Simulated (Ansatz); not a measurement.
Basis-set extrapolation for `B1O[SiH2]S1` (PBE0-D4/def2-TZVP geometry, frozen core, the Gaussian-basis code of Ansatz). Multiplicity 1, RHF reference.

|  | def2-TZVPP | def2-QZVPP |
| --- | --- | --- |
| HF | -787.951977 | -787.977101 |
| MP2 correlation | -0.617661 | -0.667944 |
| CCSD(T) correlation | -0.679522 | not run |

Energies in hartree. Use E(X) = E(∞) + A·exp(−7.88·√X) for Hartree–Fock and E(X) = E(∞) + B·X^(−2.97) for correlation, with X = 3 and 4, and add CCSD(T) minus MP2 of the smaller set to the MP2 limit.

Question: What is the CCSD(T) energy at the basis-set limit?

Answer: HF limit: -787.977101 + (-0.025124) × 0.13774 = -787.98056. MP2 limit: -0.667944 + (-0.050283) × 0.74074 = -0.70519. Higher-order term: -0.679522 − (-0.617661) = -0.06186. Total: -788.74761 hartree, 304.8 kJ/mol below CCSD(T)/def2-TZVPP.
